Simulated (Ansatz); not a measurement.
Reaction (redistribution): `N[CH]([SiH3])[InH2]` + `C[SiH](O)[SiH3]` → `C[SiH]([SiH3])[SiH3]` + `N[CH](O)[InH2]`

Program: Ansatz. Geometries: PBE0-D4/def2-TZVP. ΔE: electronic, gas phase. CCSD(T)/CBS adds triple-zeta CCSD(T) − MP2 to the extrapolated MP2 energy (def2 sets, frozen cores). Functionals use def2-TZVPP. def2 core potentials past Kr. For In outer-core shells are correlated without core-valence functions, which leaves a few kJ/mol of doubt a bond. Each species was taken in one conformer, which may not be the lowest.

(1) Is it downhill or uphill in electronic energy at CCSD(T)/CBS, and by how much? (Estimate.)

(2) What do these levels give: LDA (SPW92), r2SCAN-D4, BLYP, r2SCAN0, BHLYP, MP2/def2-TZVPP? (Best estimate.)

Largest T1 diagnostic among the species: 0.013.

Answers

(1) The calculation gave: Uphill: ΔE = +136.5 kJ/mol.

(2) Ansatz gave: LDA (SPW92) 110.0, r2SCAN-D4 125.2, BLYP 120.0, r2SCAN0 128.2, BHLYP 134.4, MP2/def2-TZVPP 143.7 kJ/mol.

From PBE to PBE0 (25 % exact exchange), in def2-TZVPP and without D4, ΔE moves by +7.4 kJ/mol. At CCSD(T), def2-SVP lies −35.0 kJ/mol from the extrapolated value and def2-TZVPP −5.9 kJ/mol. Leaving LDA and LC-ωPBE aside and taking each functional with its dispersion term where it has one, the values, not all of them listed here, spread over 27.2 kJ/mol, from revPBE-D4 to BHLYP-D4.
